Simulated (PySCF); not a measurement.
Which determinant of GeC lies lowest?

Unrestricted PBE0; Ge def2-TZVPP, C def2-TZVPP; no relativity (PySCF 2.14). Outer shells of the fragments: Ge 3d10 4s2 4p2; C 2s2 2p2.

Followed along the bond (rough minima from three points):

```json
{"2Ms+1": "3", "unpaired": "σ ↑, π ↑", "⟨S²⟩ at the start": "2.11", "R at minimum (Å)": "1.80", "Te (eV)": "0.00"}
{"2Ms+1": "3", "unpaired": "π ↑↑", "⟨S²⟩ at the start": "2.00", "R at minimum (Å)": "1.89", "Te (eV)": "0.25"}
{"2Ms+1": "1", "unpaired": "σ ↑, π ↓", "⟨S²⟩ at the start": "1.02", "R at minimum (Å)": "1.79", "Te (eV)": "0.30"}
{"2Ms+1": "1", "unpaired": "π ↑↓", "⟨S²⟩ at the start": "1.01", "R at minimum (Å)": "1.90", "Te (eV)": "0.51"}
{"2Ms+1": "1", "unpaired": "none", "⟨S²⟩ at the start": "0.00", "R at minimum (Å)": "1.92", "Te (eV)": "1.33"}
```

Solutions found at the starting distance of 1.870 Å, counted from the lowest of them; the search is not exhaustive and high or unbound solutions are not listed, so other states can lie among these:

```json
{"2Ms+1": "3", "unpaired": "σ ↑, π ↑", "term": "³Π", "E (eV)": "0.00", "⟨S²⟩": "2.11", "⟨Lz²⟩": "1.00", "μ (D)": "-2.01"}
{"2Ms+1": "3", "unpaired": "π ↑↑", "term": "³Σ⁻", "E (eV)": "0.19", "⟨S²⟩": "2.00", "⟨Lz²⟩": "0.00", "μ (D)": "-2.58"}
{"2Ms+1": "1", "unpaired": "σ ↑, π ↓", "term": "mixed", "E (eV)": "0.31", "⟨S²⟩": "1.02", "⟨Lz²⟩": "1.03", "μ (D)": "-2.23"}
{"2Ms+1": "1", "unpaired": "π ↑↓", "term": "mixed", "E (eV)": "0.45", "⟨S²⟩": "1.01", "⟨Lz²⟩": "2.01", "μ (D)": "-2.50"}
{"2Ms+1": "1", "unpaired": "none", "term": "mixed", "E (eV)": "1.28", "⟨S²⟩": "0.00", "⟨Lz²⟩": "2.00", "μ (D)": "-2.25"}
{"2Ms+1": "1", "unpaired": "none", "term": "¹Σ⁺", "E (eV)": "1.59", "⟨S²⟩": "0.00", "⟨Lz²⟩": "0.00", "μ (D)": "-2.63"}
{"2Ms+1": "5", "unpaired": "σ ↑, π ↑↑↑", "term": "⁵Π", "E (eV)": "1.63", "⟨S²⟩": "6.00", "⟨Lz²⟩": "1.01", "μ (D)": "-0.70"}
{"2Ms+1": "3", "unpaired": "σ ↑, π ↑↑↓", "term": "mixed", "E (eV)": "2.32", "⟨S²⟩": "3.01", "⟨Lz²⟩": "3.02", "μ (D)": "-0.86"}
{"2Ms+1": "3", "unpaired": "σ ↓, π ↑↑↑", "term": "mixed", "E (eV)": "2.40", "⟨S²⟩": "3.03", "⟨Lz²⟩": "1.01", "μ (D)": "-1.01"}
{"2Ms+1": "1", "unpaired": "σ ↑, π ↑↓↓", "term": "mixed", "E (eV)": "2.56", "⟨S²⟩": "2.02", "⟨Lz²⟩": "3.02", "μ (D)": "-0.90"}
{"2Ms+1": "3", "unpaired": "π ↑↑", "term": "mixed", "E (eV)": "3.48", "⟨S²⟩": "2.02", "⟨Lz²⟩": "2.01", "μ (D)": "-1.35"}
{"2Ms+1": "3", "unpaired": "σ ↑, π ↑", "term": "mixed", "E (eV)": "3.84", "⟨S²⟩": "2.01", "⟨Lz²⟩": "3.01", "μ (D)": "-0.73"}
{"2Ms+1": "3", "unpaired": "σ ↑↑", "term": "³Σ⁺", "E (eV)": "4.47", "⟨S²⟩": "2.11", "⟨Lz²⟩": "0.00", "μ (D)": "-2.87"}
{"2Ms+1": "5", "unpaired": "σ ↑↑, π ↑↑", "term": "mixed", "E (eV)": "5.26", "⟨S²⟩": "6.10", "⟨Lz²⟩": "2.01", "μ (D)": "-1.61"}
```

A term symbol is given only where ⟨S²⟩ and ⟨Lz²⟩ are close to those of a pure state; real π, δ and φ orbitals otherwise mix terms. A positive dipole means Ge(−)C(+).

Q: Compare the gap between the two lowest followed solutions at the starting distance with the gap between their minima.

A: At PBE0 the second solution (triplet, unpaired electrons π ↑↑) lies +0.19 eV from the first (triplet, unpaired electrons σ ↑, π ↑) at 1.870 Å and +0.25 eV at the minima; the two curves relax by different amounts, since their minima lie near 1.89 and 1.80 Å.

Spin–orbit coupling is left out.
